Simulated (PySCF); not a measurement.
## How methods differ on the ionisation energy of Os⁶⁸⁺

Os⁶⁸⁺ [He] 2s2 2p4 (3P) → Os⁶⁹⁺ [He] 2s2 2p3 (4S), as a difference of total energies. Computed with PySCF 2.14 in an even-tempered Gaussian basis (18 s from 46 bohr⁻², ratio 2.2; 13 p from 59 bohr⁻², ratio 2.2; 5 d from 230 bohr⁻², ratio 2.4; 5 f from 350 bohr⁻², ratio 2.4; 4 g from 520 bohr⁻², ratio 2.4), with scalar relativity by spin-free X2C-1e. Correlated levels: nothing frozen; virtual orbitals above 40 to 60 times the deepest correlated orbital energy dropped. The calculations carry no spin-orbit coupling.

```
                 method  ionisation energy (eV)
                    UHF                 17736.2
                    LDA                 17727.2
                    PBE                 17739.5
                   PBE0                 17739.2
                 r2SCAN                 17742.7
                   PW91                 17741.6
                 PBEsol                 17732.9
    MP2 (all electrons)                 17738.1
SCS-MP2 (all electrons)                 17738.2
```

Spin-orbit coupling is strong in these open shells (close to jj coupling). The scalar numbers leave it out and a first-order estimate fails, so it can dominate the gap to the real levels.

For this ion Breit and QED terms and the two-electron picture change, all absent here, outweigh the differences among the correlated methods.

For comparison: 17270 ± 50 eV (theoretical estimate listed by NIST; NIST Atomic Spectra Database, ionization energies).
